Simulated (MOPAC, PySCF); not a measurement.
[Hf(F)2(OH)2], neutral singlet in the gas phase. 

Cartesian coordinates (Å):
```xyz
7

Hf     0.0061     0.1574     0.1754
F     -0.0678     0.7288     2.0192
F     -1.1438    -1.3785    -0.0351
O      1.8109    -0.3548    -0.2666
H      2.7077    -0.5398    -0.5725
O     -0.6375     1.5829    -0.9510
H     -0.8599     2.2760    -1.5851
```
Charge 0, multiplicity 1.

All levels are single points at this geometry (BP86-D3(BJ)/def2-SVP); Pople sets use spherical d functions. Orbital energies aren't observables, and empty levels follow the basis.

SVWN5/6-31G* (LANL2DZ on Hf) in PySCF gives gap (eV) = 6.69.

Question: Estimate the gap (eV) from each of these levels: B3LYP-D3(BJ)/def2-TZVP in PySCF; TPSSh-D3(BJ)/def2-TZVP in PySCF; B3LYP/6-31G* (LANL2DZ on Hf) in PySCF; BP86/6-31G* (LANL2DZ on Hf) in PySCF; M06-2X/6-31G* (LANL2DZ on Hf) in PySCF; PBE/6-31G* (LANL2DZ on Hf) in PySCF; HF/6-31G* (LANL2DZ on Hf) in PySCF; PM6 in MOPAC.

Answer: 
| level | gap (eV) |
|---|---|
| B3LYP-D3(BJ)/def2-TZVP in PySCF | 8.51 |
| TPSSh-D3(BJ)/def2-TZVP in PySCF | 7.95 |
| B3LYP/6-31G* (LANL2DZ on Hf) in PySCF | 8.62 |
| BP86/6-31G* (LANL2DZ on Hf) in PySCF | 6.88 |
| M06-2X/6-31G* (LANL2DZ on Hf) in PySCF | 11.46 |
| PBE/6-31G* (LANL2DZ on Hf) in PySCF | 6.72 |
| HF/6-31G* (LANL2DZ on Hf) in PySCF | 15.80 |
| PM6 in MOPAC | 9.99 |
